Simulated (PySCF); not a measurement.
H3N, SMILES [NH3+], charge +1, multiplicity 2. Atoms are numbered in the order given.

```xyz
4

N      0.0000     0.0000     0.0000
H      1.0241     0.0000     0.0000
H     -0.5121     0.8869     0.0000
H     -0.5121    -0.8869     0.0000
```
Charge +1, spin multiplicity 2.

Geometry: PBE0-D3(BJ)/def2-TZVPD.

All values below come from PySCF with TDA-PBE/def2-TZVPD.

Vertical excitations; the highest root listed may be one member of a degenerate set. Isolated molecule, no solvent.

Computed lowest excited states:
```csv
state,energy (eV),λ (nm),f,main pairs
root 1,7.02,177,0.000,β HOMO→LUMO (degenerate set)
root 2,7.02,177,0.000,β HOMO−1→LUMO (degenerate set)
root 3,10.70,116,0.016,α HOMO→LUMO 98 %
root 4,12.95,96,0.000,α HOMO→LUMO+2 (degenerate set)
root 5,12.95,96,0.000,α HOMO→LUMO+1 (degenerate set)
root 6,14.38,86,0.000,"α HOMO−1→LUMO, β HOMO→LUMO+1 (degenerate set)"
root 7,14.38,86,0.000,"α HOMO−2→LUMO, β HOMO−1→LUMO+1 (degenerate set)"
root 8,14.90,83,0.000,α HOMO→LUMO+4 (degenerate set)
root 9,14.90,83,0.000,α HOMO→LUMO+3 (degenerate set)
root 10,14.95,83,0.037,"α HOMO→LUMO+6 81 %, β HOMO−2→LUMO 19 %"
```
Unrestricted roots are not spin-pure.
